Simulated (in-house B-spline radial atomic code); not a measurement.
A fraction x of an electron is removed from 4f in the dysprosium ion Dy²⁺, starting from [Xe] 4f10 and keeping the highest spin. Level of theory: scalar-relativistic (X2C) OLYP, spin-polarised, spherical fractional occupations, Fermi nucleus of rms radius 5.2218 fm; calculated with an all-electron radial atomic-structure program (B-spline basis).

| x | E(x) - E(0) (eV) | 4f down level (eV) |
| --- | --- | --- |
| 0 | 0.0000 | -15.493 |
| 0.03 | 0.4717 | -15.958 |
| 0.17 | 2.8600 | -18.172 |
| 0.35 | 6.3946 | -21.118 |
| 0.44 | 8.3630 | -22.629 |
| 0.5 | 9.7513 | -23.650 |
| 0.59 | 11.9495 | -25.202 |
| 0.68 | 14.2885 | -26.778 |
| 0.8 | 17.6296 | -28.913 |
| 0.94 | 21.8547 | -31.454 |
| 1 | 23.7750 | -32.559 |

The exact functional would give a straight line between the two integer points. Deviations E(x) - E(0) - x[E(1) - E(0)], in eV: -0.242 at x = 0.03, -1.182 at x = 0.17, -1.927 at x = 0.35, -2.098 at x = 0.44, -2.136 at x = 0.5, -2.078 at x = 0.59, -1.879 at x = 0.68, -1.39 at x = 0.8, -0.494 at x = 0.94.

The curve lies below the straight line by up to 2.136 eV (at x = 0.5): convex, the delocalisation error that favours fractional charges.

(1) How well does Slater's transition state (minus the level at half occupation) give the ionisation energy?

## Answers

(1) It gives 23.650 eV against 23.775 eV from the two total energies; NIST lists 22.89 eV, ground level to ground level.
